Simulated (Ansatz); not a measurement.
CH7AlClNSi can be A, `[CH3][AlH][NH][SiH2]Cl`, or B, `C[SiH](N)[AlH][Cl]`.

Gas-phase electronic energies from Ansatz, PBE0-D4/def2-TZVP geometries. CBS: MP2 limit from def2 TZ/QZ plus the TZ coupled-cluster correction, frozen cores. Functionals use def2-TZVPP. B3LYP here is the variant with VWN-RPA as its local correlation; programs differ in this. One conformer a species, not always the lowest.

Problem. Which is lower in electronic energy at CCSD(T)/CBS, and by how much? (Estimate.)

Solution. Ansatz gave: A, by 58.5 kJ/mol.

Problem. Give E(B) − E(A) in kJ/mol with CCSD(T)/def2-TZVPP, r2SCAN-D4, B3LYP, B3LYP-D4, MP2/def2-TZVPP, PBE-D4, ωB97M-V. (Best estimate.)

Solution. Computed: CCSD(T)/def2-TZVPP 58.8, r2SCAN-D4 56.4, B3LYP 57.1, B3LYP-D4 56.9, MP2/def2-TZVPP 67.4, PBE-D4 42.2, ωB97M-V 63.6. None reverses the order clearly.

Largest T1 diagnostic: 0.010.
